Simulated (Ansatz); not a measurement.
`C#[C][In]([CH3])[CH3]` + silanol → `C#CO[SiH3]` + `[CH3][InH][CH3]`  (substitution at a C–In bond)

Program: Ansatz. Geometries: PBE0-D4/def2-TZVP. ΔE: electronic, gas phase. CCSD(T)/CBS is the MP2 limit (def2-TZVPP, def2-QZVPP) plus CCSD(T) − MP2 in def2-TZVPP, frozen cores. Functionals use def2-TZVPP. HSE06 is defined as in plane-wave codes. def2 core potentials past Kr. For In outer-core shells are correlated without core-valence functions, which leaves a few kJ/mol of doubt a bond.

```tsv
level	ΔE (kJ/mol)
ωB97X-V	121.4
B2PLYP	129.0
HSE06	115.5
CAM-B3LYP	116.0
HF/def2-SVP	108.4
SCS-MP2/def2-TZVPP	143.6
CCSD(T)/def2-TZVPP	140.1
CCSD/CBS(def2)	139.7
```

Task: What does CCSD(T)/CBS give? (Best estimate.)

Result: Computed: +141.4 kJ/mol. The listed levels differ from it by -20.0, -12.4, -25.9, -25.4, -33.0, 2.2, -1.3, -1.7 kJ/mol.

Largest T1 diagnostic among the species: 0.013.

From PBE to PBE0 (25 % exact exchange), in def2-TZVPP and without D4, ΔE moves by +4.5 kJ/mol. At CCSD(T), def2-SVP lies −28.0 kJ/mol from the extrapolated value and def2-TZVPP −1.3 kJ/mol. Leaving LDA and LC-ωPBE aside and taking each functional with its dispersion term where it has one, the values, not all of them listed here, spread over 19.0 kJ/mol, from revPBE-D4 to PBE-QIDH. LDA lies −17.1 kJ/mol from PBE without D4.

CCSD(T)/CBS has its own doubt, a few kJ/mol and more with outer-core shells, so smaller differences from it don't rank the levels.
